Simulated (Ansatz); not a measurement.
Species, as SMILES: [C]F (C-F), doublet.
Atoms: C1, F2. Bonds: C1-F2.

Basis-set convergence of the optimised C1-F2 bond length at MP2 with Ansatz (a first-principles code). The reference of a correlated method is not its basis-set limit, which lies further on. Cartesian d functions, on some or all atoms, in 6-31G*; all else is spherical. Cores are frozen. Open shells are unrestricted. No added dispersion term, no relativity. Reference: the value in aug-cc-pVQZ, 1.2712 Å, itself unsure by roughly 0.0011 Å (its mean distance from cc-pV5Z, def2-QZVPP, cc-pVQZ). Deviations are taken from unrounded values.

```csv
basis,functions,optimised C1-F2 bond length (Å),minus reference (Å)
cc-pVDZ,28,1.2854,0.0142
def2-SVP,28,1.2697,-0.0015
6-31G*,30,1.2905,0.0193
6-311G**,36,1.2737,0.0025
aug-cc-pVDZ,46,1.3003,0.0291
def2-TZVPP,62,1.2734,0.0022
def2-TZVPPD,77,1.2750,0.0038
"6-311++G(3df,3pd)",78,1.2687,-0.0025
jun-cc-pV(T+d)Z,78,1.2746,0.0034
aug-cc-pVTZ,92,1.2757,0.0045
cc-pVQZ,110,1.2701,-0.0011
def2-QZVPP,114,1.2703,-0.0009
cc-pV5Z,182,1.2698,-0.0014
```

The smallest set listed that lies within 0.01 Å of the reference with all its larger relatives (same family, alike in diffuse functions; a set with none counts only in the reference's own line) is def2-SVP (28 functions, -0.0015 Å off). Inside, with no larger relative to test it: 6-311G**, def2-TZVPPD, 6-311++G(3df,3pd). (Relatives not listed, tested too: def2-TZVP 0.0022, aug-cc-pVQZ 0.0000 Å.)
